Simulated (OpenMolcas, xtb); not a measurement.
## GaBH3ClO (SMILES O[B](Cl)[GaH2]): methods side by side

The species is GaBH3ClO (7 atoms), meant as a singlet with charge 0. SMILES: `O[B](Cl)[GaH2]`. The shape is that of a PBE0-D4/def2-TZVP optimisation. This is one conformer, not always the lowest.

```jsonl
{"atom": "O", "x (Å)": "-0.8455", "y (Å)": "-1.2291", "z (Å)": "0.9271"}
{"atom": "B", "x (Å)": "-0.0319", "y (Å)": "-0.6649", "z (Å)": "0.0179"}
{"atom": "Cl", "x (Å)": "0.8990", "y (Å)": "-1.7362", "z (Å)": "-1.0705"}
{"atom": "Ga", "x (Å)": "0.2024", "y (Å)": "1.4062", "z (Å)": "-0.1908"}
{"atom": "H", "x (Å)": "-0.8509", "y (Å)": "-2.1943", "z (Å)": "0.9059"}
{"atom": "H", "x (Å)": "-0.6913", "y (Å)": "2.2325", "z (Å)": "-1.1861"}
{"atom": "H", "x (Å)": "1.3180", "y (Å)": "2.1859", "z (Å)": "0.5965"}
```

Quantity: the dipole moment, in D. The values are calculated.

| level | kind | program | value (D) | CPU time |
| --- | --- | --- | --- | --- |
| GFN0-xTB | semi-empirical | xtb | 2.76 | under 2 s |
| HF/6-31G* (spherical functions) | Hartree–Fock | OpenMolcas | 1.43 | 10 s |
| SVWN5/6-31G* (spherical functions) | LDA | OpenMolcas | 1.74 | 23 s |
| PBE/6-31G* (spherical functions) | GGA | OpenMolcas | 1.73 | 30 s |
| r2SCAN/6-31G* (spherical functions) | meta-GGA | OpenMolcas | 1.65 | 33 s |
| B3LYP/6-31G* (spherical functions) | global hybrid | OpenMolcas | 1.65 | 29 s |
| BHLYP/6-31G* (spherical functions) | global hybrid | OpenMolcas | 1.52 | 27 s |

All-electron rows without a relativistic Hamiltonian named are non-relativistic. The values span 1.43 to 2.76 D. Magnitudes only. Times are those of the runs behind each value, whatever else they computed, on shared processors of several kinds: orders of magnitude only.
